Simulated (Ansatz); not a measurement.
Born–Oppenheimer molecular dynamics of H6W (7 atoms, charge 0, multiplicity 1). It starts from a relaxed structure.

Method: Ansatz, RKS BHLYP/def2-SVP.

```json
{"ensemble": "NVE (velocity Verlet)", "time step": "1 fs", "steps asked": "250", "starting velocities drawn for": "500 K", "masses": "H 10 u", "seed": "622781"}
```

First frame:

```xyz
7
Properties=species:S:1:pos:R:3
W 0.000 0.000 0.000
H 0.000 0.000 1.797
H 1.797 0.000 0.000
H 0.000 1.797 0.000
H -1.797 0.000 0.000
H 0.000 -1.797 0.000
H 0.000 0.000 -1.797
```

(1) How far do the bonds stretch over the last three quarters of this one trajectory? (Pairs bonded in most of those frames.)

Answers

(1) 
```csv
bond,mean (Å),spread (Å),shortest,longest
W1–H2,1.839,0.251,1.41,2.23
W1–H3,1.782,0.086,1.64,1.95
W1–H4,2.119,0.295,1.57,2.60
W1–H5,2.067,0.292,1.53,2.56
W1–H6,1.828,0.173,1.52,2.09
W1–H7,1.837,0.158,1.54,2.08
```

Mean temperature of the second half: 4931 K. The conserved energy stayed within 1.5 meV per atom of its start (net change -0.55 meV per atom), so the integration is sound. The kinetic energy rose, since the run started high on the potential surface and went downhill. A run of 0.25 ps of so small a system gives no equilibrium averages.

Time of the run: 10 min on 1 thread of Arm Neoverse V1 (shared host), peak memory 0.12 GiB.
